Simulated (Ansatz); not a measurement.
```xyz
12

B     1.4280   -0.0304    0.0355
N     0.6698    1.2481   -0.0224
B    -0.7329    1.2092    0.0238
N    -1.4290    0.0111   -0.0439
B    -0.6942   -1.2508   -0.0409
N     0.6956   -1.2010   -0.0459
H     2.6644    0.0147   -0.0470
H     1.2501    2.0933   -0.0292
H    -1.3424    2.2632    0.0307
H    -2.4393   -0.0144    0.0434
H    -1.3586   -2.3112   -0.0377
H     1.1726   -2.1150   -0.0271
```

Basis set: STO-3G (spherical functions). Frozen core: 6 orbitals. Charge 0, multiplicity 1.

Computed with Ansatz (development build ahead of 0.2.0); each method stands on the lowest determinant of its kind that the runs found. Restricted open shells among the atoms or ions are ROHF, correlated in semicanonical orbitals with singles.

The atomization energy at this shape (free ground-state atoms in the same class of orbitals less the molecule, no zero-point energy) of singlet B₃N₃H₆:

| method | atomization energy |
| --- | --- |
| RHF | 46.80 eV |

(1) What does RHF-MP2 give?

Answers

(1) 52.68 eV. Caution: the shape is not the minimum.

This basis has no polarisation functions and is too small for such energies, which can lie far from measured ones in either direction.
